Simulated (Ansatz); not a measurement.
## Ansatz (development build ahead of 0.2.0) run

```yaml
crystal:
  periodic: [false, false, false]
  atoms:
    - { symbol: Co, position_ang: [0.0, 0.0, 0.0] }
    - { symbol: F, position_ang: [0.0, 0.0, 1.74] }
    - { symbol: F, position_ang: [0.0, 0.0, -1.74] }
basis:
  gaussian: { orbitals: pcseg-2 }
magnetization:
  initial_magnetization: 1
hamiltonian:
  xc: hf
```

The input is written out in the form of the current development build from the run's settings.

Output:

| Property | Result |
| --- | --- |
| Converged | yes |
| Total energy | -1580.35724 hartree |
| Spin squared of the determinant | 0.750 |
| Stability test | minimum among restricted orbitals |

Caution: another spin multiplicity may lie lower; an unrestricted determinant lies well below.
